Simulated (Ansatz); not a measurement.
Question: Predict a relaxed structure of `FC(F)(F)C(F)(F)C(F)(F)C(F)(F)C(F)(F)C(F)(F)C(F)(F)C(F)(F)CC[Si](Cl)(Cl)Cl`, charge 0, singlet, at PBE-D4/def2-SVP (Ansatz).

Answer: 
```xyz
35

F    -3.524   -4.316   -4.161
C    -2.636   -3.863   -3.263
F    -2.446   -4.805   -2.327
F    -1.474   -3.623   -3.892
C    -3.193   -2.553   -2.625
F    -3.206   -1.593   -3.576
F    -4.467   -2.806   -2.236
C    -2.464   -1.993   -1.349
F    -3.105   -0.839   -1.043
F    -2.640   -2.874   -0.339
C    -0.927   -1.721   -1.507
F    -0.698   -1.090   -2.683
F    -0.315   -2.931   -1.518
C    -0.323   -0.846   -0.354
F    -0.590   -1.459    0.825
F    -0.921    0.368   -0.383
C     1.221   -0.608   -0.480
F     1.842   -1.791   -0.720
F     1.441    0.219   -1.525
C     1.934   -0.013    0.792
F     1.933   -0.957    1.766
F     3.224    0.201    0.406
C     1.392    1.315    1.396
F     1.174    2.193    0.367
F     0.182    1.045    1.976
C     2.343    1.919    2.417
C     1.745    3.102    3.187
Si    1.421    4.714    2.268
Cl    1.442    6.237    3.671
Cl    2.927    5.070    0.895
Cl   -0.413    4.771    1.327
H     2.618    1.111    3.125
H     3.265    2.213    1.880
H     2.444    3.389    4.000
H     0.795    2.812    3.684
```
 This is one stationary point.

Single mean-field runs in def2-SVP are fitted with def2-universal-jkfit.
